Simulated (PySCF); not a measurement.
The same groups moved round the core (propene boryl). Isolated molecules, 0 K electronic values unless said otherwise. One relaxed conformer stands for each flexible species; it need not be the lowest. Strings in code marks are SMILES.

Method: PBE-D3(BJ)/def2-TZVP // PBE0-D4/def2-TZVP (PySCF 2.14.0). Excitations are Tamm–Dancoff values on a coarser integration grid. The basis has no diffuse functions, so Rydberg states are missing or too high.

```csv
species,brightest of the four lowest singlets (TDA) (eV),LUMO (eV)
`BC(=C)C`,5.38,?
`B/C=C/C`,5.82,-2.75
`B/C=C\C`,5.55,-2.89
`BCC=C`,–,-2.36
```

Question: What belongs in the gaps?

Answer: 
- `BC(=C)C`, LUMO (eV): -2.93
